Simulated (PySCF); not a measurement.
# Se⁺ (selenium, charge +1) across methods

[Ar] 3d10 4s2 4p2 5s1, high-spin 4P determinant (an excited configuration). Computed with PySCF 2.14 in aug-cc-pVTZ-PP with ECP10MDF, with a scalar-relativistic core potential.

| method | E (hartree) | mean ε 4s β (eV) | mean ε 4p α (eV) | mean ε 5s α (eV) | Σ⟨r²⟩ (bohr²) | ⟨S²⟩ |
| --- | --- | --- | --- | --- | --- | --- |
| PBE0 | -372.3072 | -31.007 | -21.425 | -7.976 | 46.83 | 3.752 |
| UHF | -371.11297 | -33.517 | -25.267 | -9.014 | 48.57 | 3.758 |
| wB97M-V | -372.1412 | -33.577 | -23.647 | -9.269 | 47.20 | 3.752 |
| LDA | -371.7853 | -30.266 | -19.953 | -7.638 | 46.39 | 3.751 |
| M06-2X | -372.5160 | -31.167 | -22.445 | -8.574 | 46.54 | 3.754 |
| BLYP | -372.3169 | -29.950 | -19.618 | -7.326 | 46.54 | 3.751 |
| r2SCAN | -372.2015 | -30.089 | -20.543 | -7.495 | 47.00 | 3.754 |
| PBE | -372.3426 | -29.712 | -19.892 | -7.504 | 46.35 | 3.751 |

Problem. Estimate the same row for BP86.

Solution. E (hartree) = -372.4946; mean ε 4s β (eV) = -30.005; mean ε 4p α (eV) = -19.988; mean ε 5s α (eV) = -7.641; Σ⟨r²⟩ (bohr²) = 46.40; ⟨S²⟩ = 3.751.

Energies and moments cover only the electrons outside the core potential. The outer electron is Rydberg-like, and this basis confines it to a smaller radius and binds it less than a complete one would.
